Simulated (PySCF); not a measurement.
The dipole of `C=C[C@@H]1C[C@@H](F)[C@@H]1OCF` from its density and from atomic charges.

Coordinates (GFN2-xTB, Å) and charges (e) from the PBE0/pcSseg-1 density (PySCF):

| atom | x | y | z | Mulliken | IAO | Hirshfeld | ESP-fitted |
| --- | --- | --- | --- | --- | --- | --- | --- |
| C1 | 2.588 | 1.450 | -0.492 | -0.1305 | -0.3165 | -0.1025 | -0.4790 |
| C2 | 1.601 | 0.594 | -0.676 | -0.1054 | -0.1270 | -0.0417 | -0.1070 |
| C3 | 0.931 | -0.154 | 0.426 | -0.3468 | -0.1197 | -0.0266 | +0.1164 |
| C4 | 0.836 | -1.678 | 0.169 | -0.1080 | -0.2917 | -0.0784 | -0.4039 |
| C5 | -0.624 | -1.499 | -0.254 | +0.2092 | +0.1568 | +0.0528 | +0.3014 |
| F6 | -1.519 | -2.380 | 0.299 | -0.3311 | -0.3225 | -0.1245 | -0.2822 |
| C7 | -0.615 | -0.089 | 0.363 | +0.1300 | +0.0529 | +0.0352 | +0.1755 |
| O8 | -1.134 | 0.960 | -0.430 | -0.4902 | -0.3727 | -0.1301 | -0.3939 |
| C9 | -2.496 | 1.079 | -0.390 | +0.3763 | +0.2203 | +0.0898 | +0.2128 |
| F10 | -2.917 | 1.548 | 0.834 | -0.3433 | -0.3370 | -0.1311 | -0.2377 |
| H11 | 2.976 | 1.669 | 0.490 | +0.1107 | +0.1450 | +0.0451 | +0.1936 |
| H12 | 3.051 | 1.968 | -1.314 | +0.1150 | +0.1530 | +0.0473 | +0.1947 |
| H13 | 1.222 | 0.394 | -1.668 | +0.0939 | +0.1427 | +0.0419 | +0.1240 |
| H14 | 1.354 | 0.134 | 1.389 | +0.1212 | +0.1417 | +0.0455 | +0.0485 |
| H15 | 0.914 | -2.265 | 1.080 | +0.1350 | +0.1584 | +0.0500 | +0.1362 |
| H16 | 1.508 | -2.079 | -0.585 | +0.1336 | +0.1478 | +0.0451 | +0.1287 |
| H17 | -0.794 | -1.504 | -1.333 | +0.0938 | +0.1397 | +0.0433 | +0.0453 |
| H18 | -1.073 | -0.087 | 1.357 | +0.1313 | +0.1479 | +0.0426 | +0.0690 |
| H19 | -2.788 | 1.826 | -1.135 | +0.1133 | +0.1574 | +0.0547 | +0.1065 |
| H20 | -3.025 | 0.125 | -0.543 | +0.0922 | +0.1236 | +0.0416 | +0.0512 |

Problem. Compute μ = Σ q r for each scheme (1 e·Å = 4.803 D) and compare with the dipole of the full density.

Solution. The full density gives (1.18, -0.45, -1.28) D, 1.79 D in size; dipole vectors point from the negative to the positive end.

```
    scheme    μx     μy     μz  size (D)  share of the full size (%)  angle to the full dipole (°)
  Mulliken  2.23  -0.98  -2.41      3.42                         191                             2
       IAO  1.86  -0.52  -2.41      3.08                         172                             7
 Hirshfeld  0.79  -0.17  -0.85      1.17                          65                             6
ESP-fitted  1.18  -0.47  -1.27      1.79                         100                             1
```

Problem. Which set comes closest?

Solution. Length of the difference vector: ESP-fitted 0.02 D, Hirshfeld 0.64 D, IAO 1.32 D, Mulliken 1.63 D. Closest: ESP-fitted. 

Problem. What is left for the Hirshfeld atoms' own dipoles?

Solution. The Hirshfeld atoms' densities add up to the full density, so μ = Σ q r + Σ (atomic dipoles). The atomic dipoles sum to (1.18, -0.45, -1.28) − (0.79, -0.17, -0.85) = (0.39, -0.28, -0.43) D, 0.64 D in size.

Problem. With the origin at the mean of the coordinates, (0.000, 0.001, -0.121) Å, which are the largest single terms, by size, of the ESP-fitted dipole along the direction of the full one?

Solution. C1 -3.68, F10 +3.40, H12 +2.20, C9 -1.75, C4 -1.48 D; all 20 atoms together +1.79 D. The single terms depend on the origin, their sum doesn't.

Problem. Give the size of the full dipole in other units.

Solution. 1.79 D = 0.706 au = 0.373 e·Å = 5.98 × 10⁻³⁰ C·m.

One conformer (not necessarily the lowest) at the GFN2-xTB geometry, without solvent, vibrations or thermal averaging.

The values belong to the conformer `[CH2:1]=[CH:2][C@@H:3]1[CH2:4][C@@H:5]([F:6])[C@@H:7]1[O:8][CH2:9][F:10]`: C1–C2–C3–C4 -130°, C5–C7–O8–C9 83°, C7–O8–C9–F10 71°.
